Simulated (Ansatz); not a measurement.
Computed with Ansatz on PBE0-D4/def2-TZVP structures; ΔE is electronic, products minus reactants. CCSD(T)/CBS adds triple-zeta CCSD(T) − MP2 to the extrapolated MP2 energy (def2 sets, frozen cores). This one scheme is used for every species. For Ge outer-core shells are correlated without core-valence functions, which leaves a few kJ/mol of doubt a bond. Scalar relativity is left out up to krypton.

`Cl[SiH2][GeH3]` + NH₃ → `[NH2][GeH3]` + `[SiH3]Cl`  (cleavage of the Ge–Si bond)

```tsv
species	CCSD(T)/CBS(def2) energy (Eh)
`Cl[SiH2][GeH3]`	-2828.01436
NH₃	-56.50880
`[NH2][GeH3]`	-2133.81884
`[SiH3]Cl`	-750.69636
```

Question: Work out ΔE.

Answer: ΔE = (-2133.81884) + (-750.69636) − (-2828.01436) − (-56.50880) = 0.00796 Eh = +20.9 kJ/mol.

Largest T1 diagnostic among the species: 0.011.

From PBE to PBE0 (25 % exact exchange), in def2-TZVPP and without D4, ΔE moves by −3.4 kJ/mol. The D4 term adds +4.4 kJ/mol with B3LYP and +2.6 kJ/mol with PBE0; it sums over pairs of atoms, weighted by their polarisabilities, and B3LYP, whose exchange is more repulsive, gets the larger term.

B3LYP here is the variant with VWN-RPA as its local correlation; programs differ in this.
